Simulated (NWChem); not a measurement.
SiH$_{2}$Cl$_{2}$; SMILES Cl[SiH2]Cl

Computed with NWChem. The geometry was optimised at PBE0/def2-SVP. Level: PBE0/def2-SVP with SMD (1 M gas to 1 M solution), gas-phase geometry. Reactions with the solvent are ignored.

### Question
Estimate the computed values for solvent water. Quantities: solvation free energy (kcal/mol); cavity-dispersion-structure term (kcal/mol); dipole in solution (D).

### Answer
The solvation free energy (kcal/mol) comes out as 0.5 and the cavity-dispersion-structure term (kcal/mol) comes out as 1.8. The dipole in solution (D) is 1.75.
